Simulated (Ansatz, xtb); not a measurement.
Relative energy of two structures of FH2In2NSi

We compare I, a singlet given by its coordinates, with II, a singlet given by its coordinates. Both are isolated molecules in the gas phase, relaxed with PBE0-D3(BJ)/def2-SVP.

I (Å):

| atom | x (Å) | y (Å) | z (Å) |
| --- | --- | --- | --- |
| F | -1.6416 | -0.5081 | 1.1438 |
| In | -1.1580 | 0.0197 | -1.8407 |
| In | 0.9743 | 1.0243 | 0.6633 |
| N | 0.2940 | -1.1451 | -0.2484 |
| Si | -0.7110 | -1.9011 | 0.9105 |
| H | 1.0308 | -1.7411 | -0.6364 |
| H | -0.2371 | 1.5762 | -0.8880 |

Close contacts (Å): F1–Si5 1.69, In2–In3 3.44, In2–N4 2.45, In3–N4 2.45, N4–Si5 1.71, In2–H7 2.04, In3–H7 2.04, N4–H6 1.02.

II (Å):

```xyz
7

F    -4.2520    1.1009    2.0529
In   -2.1989    1.7926    2.4193
In   -4.2145   -0.3718    0.4226
N    -1.9969    0.2586    0.6894
Si   -0.6843   -0.2316   -0.1043
H     0.7047    0.2537    0.1616
H    -0.6822   -1.2365   -1.2115
```

Close contacts (Å): F1–In2 2.20, F1–In3 2.20, In2–N4 2.32, In3–N4 2.32, N4–Si5 1.61, Si5–H6 1.50, Si5–H7 1.50.

Which of the two would you expect CCSD(T)/def2-SVP + ΔMP2/def2-TZVPP electronic energies to favour?

Structure I; the calculation gives E(II) − E(I) = +0.400 eV.

The same difference at several levels:

```
                             level              geometry  E(II) − E(I) (eV)  departure from the last row (eV)  job, with rough time for the two
              PBE0-D3(BJ)/def2-SVP  PBE0-D3(BJ)/def2-SVP              +0.414                            +0.014                optimisation, 49 s
                       HF/def2-SVP  PBE0-D3(BJ)/def2-SVP              +0.162                            −0.239           part of the CCSD(T) run
                      MP2/def2-SVP  PBE0-D3(BJ)/def2-SVP              −0.038                            −0.438           part of the CCSD(T) run
                  CCSD(T)/def2-SVP  PBE0-D3(BJ)/def2-SVP              +0.155                            −0.246                      single point
CCSD(T)/def2-SVP + ΔMP2/def2-TZVPP  PBE0-D3(BJ)/def2-SVP              +0.400                                                  single point, 36 s
```

MP2/def2-SVP puts the two in the other order. The largest departure from CCSD(T)/def2-SVP + ΔMP2/def2-TZVPP is that of MP2/def2-SVP, 0.438 eV. Levels run at GFN2-xTB geometries aren't shown. The last row adds to CCSD(T) the change of the MP2 difference between the two basis sets, here +0.246 eV, a large step that makes the value less sure.

With harmonic frequencies from PBE0-D3(BJ)/def2-SVP (ideal gas, rigid rotor, one conformer each, 400 K, 1 atm): on the last row, ΔE + ΔZPE = +0.365 eV. A mode under 50 cm⁻¹ makes harmonic enthalpies and free energies unreliable, so none is given.

The correlated steps freeze 15 core orbitals; the filled d shell of In is correlated, in a basis made for valence electrons. Atoms past krypton carry core potentials in the def2 sets and no spin–orbit term is included. Programs: Ansatz 0.2.0; the last row on 2 threads of Intel(R) Xeon(R) 6975P-C (Granite Rapids) on a shared host.
